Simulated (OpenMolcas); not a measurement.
Ti2+ among 6 point charges of -1 e arranged as a trigonal prism (D3h), 2.24 Å from the ion, with a polar angle of 45.7° against the regular 49.1°.
```
   1.6021    0.0000    1.5655  -1.00
  -0.8011    1.3875    1.5655  -1.00
  -0.8011   -1.3875    1.5655  -1.00
   1.6021    0.0000   -1.5655  -1.00
  -0.8011    1.3875   -1.5655  -1.00
  -0.8011   -1.3875   -1.5655  -1.00
```

```yaml
Program: OpenMolcas
Method: CASSCF
Basis: ANO-RCC-VDZP [5s4p2d1f]
Scalar_Hamiltonian: DKH2, point nucleus
Active_space: 2 electrons in 5 orbitals (3d)
State_averaging: 2S+1 = 3 even, 10 roots; 2S+1 = 1 even, 15 roots
Spin-orbit_coupling: RASSI with atomic mean-field integrals over the reference wave functions
```

Q: What is the spin-free ground state (labels of D3, the rotations of D3h)?

A: 3E, 2-fold in its orbital part, 100 % from free-ion F terms; it has the highest spin that d2 allows.

Q: Where is the first state of the same spin?

A: 3A1 at 2200 cm-1 above the ground state.

Q: What are the lowest two levels with spin-orbit coupling?

A: A 2-fold level E with g = 0.00, 0.00, 0.03, then a 2-fold level E 113.5 cm-1 above it. Their leading multiplicities are 3 (100 %) and 3 (100 %).

Q: What is χT at 300 K, and how does it compare with the textbook value?

A: The lowest level has 2S+1 = 3, for which the spin-only value is χT = S(S+1) / 2 = 1.000 cm3 K/mol (g = 2). The computed 1.155 at 300 K differs by +0.155, through orbital momentum, spin-orbit coupling and any other state in reach.

An orbital doublet at a regular site is open to a Jahn-Teller distortion, which this geometry leaves out. Without dynamic correlation the repulsion within the d shell is too large (B by tens of per cent), so at a given field states of lower spin stand too high. The ground term spreads over less than 5000 cm-1, several times less than with real ligands, so orbital moments are less quenched and χT lies further from the spin-only value than at real sites. Point charges carry no covalency, so the field is a model and not that of real ligands. No measured value stands beside these numbers.

With an even number of electrons the g values are those of a degenerate or nearly degenerate non-Kramers pair.
